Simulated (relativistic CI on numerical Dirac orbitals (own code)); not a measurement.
**Sc+ in a cubic cluster: 3p photoemission with charge transfer**

Computed with a charge-transfer multiplet model of a cubic metal-ligand cluster with up to one ligand hole, Slater and spin-orbit integrals from Dirac-Coulomb-Breit ions, Slater integrals scaled by 0.8. The parameters are those of a tetrahedral site (10Dq negative, t2 hopping the larger). The ground state mixes d2 with configurations of k ligand holes L, whose averages lie at kΔ + k(k − 1)U_dd/2; a core hole lowers each added d electron by U_cd. 300 K, Lorentzian 0.9 eV and Gaussian 0.8 eV FWHM.

Atomic integrals in eV (Slater integrals scaled, ζ unscaled), ground: F2dd 4.710, F4dd 2.885, zeta_d 0.005; with the core hole: F2dd 6.182, F4dd 3.851, zeta_d 0.009, zeta_core 0.324, F2cd 7.004, G1cd 8.765, G3cd 5.258.

Cluster parameters (eV): U_dd = 3.7, U_cd = 4.4, 10Dq = -0.25, 10Dq(ligand) = 0, V(eg) = 0.8, V(t2g) = -1.36, final-state hopping factor = 1.

```
       Case   n_d    d2   d3L     S
 Δ = 6.9 eV  2.15  0.85  0.15  1.00
 Δ = 8.9 eV  2.11  0.89  0.11  1.00
 Δ = 9.9 eV  2.09  0.91  0.09  1.00
Δ = 10.9 eV  2.08  0.92  0.08  1.00
Δ = 12.9 eV  2.06  0.94  0.06  1.00
```

Weights, n_d and S are thermal averages at 300 K. Binding energies count from the first peak over 30 % of the highest in each spectrum, which can be another peak from case to case. The parameters are a model scan and need not match a compound or its usual spin state. Peaks in eV (height, largest 100):
- Δ = 6.9 eV: 0.0 (100), 8.8 (17), 12.7 (10)
- Δ = 8.9 eV: 0.0 (100), 8.9 (14), 13.0 (9)
- Δ = 9.9 eV: 0.0 (100), 8.9 (14), 12.3 (9)
- Δ = 10.9 eV: 0.0 (100), 8.8 (13), 12.5 (11)
- Δ = 12.9 eV: 0.0 (100), 8.8 (15), 12.6 (11)

Curve for Δ = 10.9 eV (points under 2 left out, the grid thinned):

| E (eV) | Intensity |
| --- | --- |
| -4.8 | 2.5 |
| -4.4 | 3.0 |
| -3.9 | 4.0 |
| -3.5 | 5.2 |
| -3.0 | 7.8 |
| -2.6 | 11.8 |
| -2.1 | 23.7 |
| -1.7 | 42.2 |
| -1.2 | 63.2 |
| -0.8 | 71.9 |
| -0.3 | 93.2 |
| 0.1 | 99.3 |
| 0.5 | 88.9 |
| 1.0 | 75.9 |
| 1.4 | 60.9 |
| 1.9 | 47.1 |
| 2.3 | 41.3 |
| 2.8 | 28.7 |
| 3.2 | 18.8 |
| 3.7 | 12.0 |
| 4.1 | 10.3 |
| 4.6 | 8.5 |
| 5.0 | 6.4 |
| 5.4 | 5.1 |
| 5.9 | 4.6 |
| 6.3 | 4.6 |
| 6.8 | 4.8 |
| 7.2 | 5.3 |
| 7.7 | 6.8 |
| 8.1 | 9.3 |
| 8.6 | 12.8 |
| 9.0 | 13.1 |
| 9.5 | 9.8 |
| 9.9 | 6.9 |
| 10.3 | 5.4 |
| 10.8 | 4.7 |
| 11.2 | 4.7 |
| 11.7 | 5.9 |
| 12.1 | 8.8 |
| 12.6 | 10.5 |
| 13.0 | 7.7 |
| 13.5 | 4.3 |
| 13.9 | 3.5 |
| 14.4 | 2.9 |
| 14.8 | 2.0 |

For the case Δ = 9.9 eV, Δ = 9.9 eV is larger than U_dd = 3.7 eV, the Mott-Hubbard side of the Zaanen-Sawatzky-Allen scheme. With the core hole the configuration with one ligand hole lies at Δ − U_cd = 2.5, 4.5, 5.5, 6.5, 8.5 eV from the one without, in the order of the table; where this is negative the screened configuration lies lower, though the effective hopping of about 3.5 eV (from the holes of the mixed ground state) mixes the two strongly wherever it is as large as the gap.

With at most 1 ligand hole the space is cut while the next configuration still counts, so covalency is underestimated, and a final configuration with one more ligand hole, which can lie low, is missing from the spectra.
